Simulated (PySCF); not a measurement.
# Calculated NMR data

Calculated, not measured (PySCF): shielding tensors at PBE0/pcSseg-1 (GIAO), structure optimised with GFN2-xTB. Non-relativistic, a single conformation, rapidly exchanging positions averaged, isolated molecule.

Referencing at the same level of theory: 1H (σref 31.72), 13C (σref 186.93) vs TMS. Splittings of carbon signals by F and P are missing where no couplings were computed. Where no couplings were computed, multiplicities follow the n + 1 count of equivalent neighbours, and m marks all less simple cases (inequivalent or close neighbours, rings, F or P nearby). Shifts are as computed. Against solution values, carbons near 30 ppm lie about +3 ppm off and those near 130 ppm about +5 ppm. Of 1211 compounds with measured shifts, 218 miss one by over three times the rms of a fit or turn the order of signals round; such compounds aren't used in these exercises.

**1.** `CN1C=CN(C)P1P`, C₄H₁₀N₂P₂. 1H NMR (400 MHz, computed): δ 5.61 (m, 2H), 2.84 (m, 6H), 1.32 (m, 2H). 13C{1H} NMR (computed): δ 124.3, 33.3.

**2.** `Cc1cc2ccccc2n1C`, C₁₀H₁₁N. 1H NMR (400 MHz, computed): δ 7.84 (d, 1H), 7.42 (m, 1H), 7.35 (m, 1H), 7.34 (m, 1H), 6.58 (m, 1H), 3.77 (s, 3H), 2.52 (s, 3H). 13C{1H} NMR (computed): δ 140.8, 139.7, 133.6, 125.2, 125.1, 124.2, 111.2, 106.3, 29.9, 15.4.
